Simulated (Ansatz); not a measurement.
B8N8⁻. The state is a doublet with charge -1. Geometry r2SCAN-D4/def2-SVP, that of the neutral singlet; atoms count from 1.

Cartesian coordinates in Å:
```
B -2.225 -1.129 0.368
N -2.903 -0.142 -0.126
N -0.915 -1.508 0.757
B -0.083 -1.013 -0.447
B -1.656 0.594 -0.135
N -0.566 0.179 -1.123
N 1.450 -1.198 -0.386
B 1.854 -0.593 -1.603
B 0.763 0.912 -1.304
N 1.671 0.458 -2.336
B -0.496 -0.288 1.565
N -1.058 1.055 1.174
N 0.896 0.060 1.870
B 1.567 -0.017 0.568
B 0.382 1.264 1.133
N 1.319 1.368 0.025
```

Single mean-field runs in def2-TZVP are fitted with def2-universal-jkfit. The highest occupied level of the charge -1 doublet lies above zero (up to 0.15 eV). By energy differences its removal costs 1.47 eV (vertical, to the charge 0 singlet, at PBE0-D4/def2-TZVP); self-interaction error and the lack of diffuse functions both raise the level.

**Question.** Estimate the Mulliken populations from the PBE0/def2-TZVP orbitals of Ansatz.

**Answer.** 
```csv
atom,charge (e),spin (α − β)
B1,-0.20,0.06
N2,-0.11,-0.01
N3,0.00,-0.03
B4,-0.14,0.35
B5,0.20,0.00
N6,-0.13,0.02
N7,0.00,-0.03
B8,-0.20,0.06
B9,0.20,0.00
N10,-0.11,-0.01
B11,0.00,0.23
N12,-0.20,-0.02
N13,-0.23,0.10
B14,0.00,0.23
B15,0.15,0.08
N16,-0.20,-0.02
```
Mulliken values and Mayer orders depend strongly on the basis.

**Question.** Where does the spin sit?

**Answer.** Summed by element: B 1.01, N -0.01, of 1 unpaired in all. Largest on single atoms: B4 0.35, B11 0.23, B14 0.23.

**Question.** And the Mayer bond orders between bonded heavy atoms (over 0.3)?

**Answer.** B1–N2 2.11 (1.30 Å); B1–N3 1.27 (1.42 Å); B1–B5 0.31 (1.88 Å); N2–B5 1.17 (1.45 Å); N3–B4 0.93 (1.55 Å); N3–B11 0.97 (1.52 Å); B4–N6 1.22 (1.45 Å); B4–N7 0.93 (1.55 Å); B5–N6 1.04 (1.53 Å); B5–N12 1.09 (1.51 Å); N6–B9 1.04 (1.53 Å); N7–B8 1.27 (1.42 Å); N7–B14 0.97 (1.52 Å); B8–B9 0.31 (1.88 Å); B8–N10 2.11 (1.30 Å); B9–N10 1.17 (1.45 Å); B9–N16 1.09 (1.51 Å); B11–N12 1.03 (1.51 Å); B11–N13 1.09 (1.47 Å); N12–B15 1.11 (1.46 Å); N13–B14 1.09 (1.47 Å); N13–B15 0.96 (1.50 Å); B14–N16 1.03 (1.51 Å); B15–N16 1.11 (1.46 Å).
